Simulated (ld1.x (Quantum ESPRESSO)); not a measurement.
# A failed generation for fluorine (F)

Input:

```
&input
   title='F', zed=9., rel=1, dft='PBE', iswitch=3,
   config='[He] 2s2 2p5 3d-2',
   nld=3, rlderiv=1.85, eminld=-4.0, emaxld=5.0, deld=0.02
 /
 &inputp
   pseudotype=2, tm=.false., rho0=0.005, lloc=1,
   nlcc=.true., rcore=0.75,
   file_pseudopw='F.UPF', file_wfcaegen='ae.wfc', file_wfcncgen='nc.wfc', file_beta='beta', file_chi='chi'
 /
3
2S  1  0   2.00   0.00  0.48  0.48  0.0
3D  3  2  -2.00  -0.15  1.40  1.40  0.0
2P  2  1   5.00   0.00  1.70  1.70  0.0
 &test
   configts(1)='2s2 2p5'
 /
```

```bash
ld1.x < F.in > F.out
```

End of the output:

```

      ld=   2.590959 f2ae 10.178384 faenor  0.083944
           0        1106        1105   99.760810183379817

 %%%%%%%%%%%%%%%%%%%%%%%%%%%%%%%%%%%%%%%%%%%%%%%%%%%%%%%%%%%%%%%%%%%%%%%%%%%%%%
     Error in routine compute_chi (1):
     n is too large
 %%%%%%%%%%%%%%%%%%%%%%%%%%%%%%%%%%%%%%%%%%%%%%%%%%%%%%%%%%%%%%%%%%%%%%%%%%%%%%

     stopping ...
```

Task: Why did it fail, and what change makes it run?

Result: The run stopped because the Bessel-function wave could not be built (negative determinant in compute_phi), and the routine for χ then failed on it. A run that differs only in the following succeeds: wave 2s (bound): rc 0.48 bohr becomes 2s (bound): rc 0.75 bohr. Other answers can fit too; this one was computed.
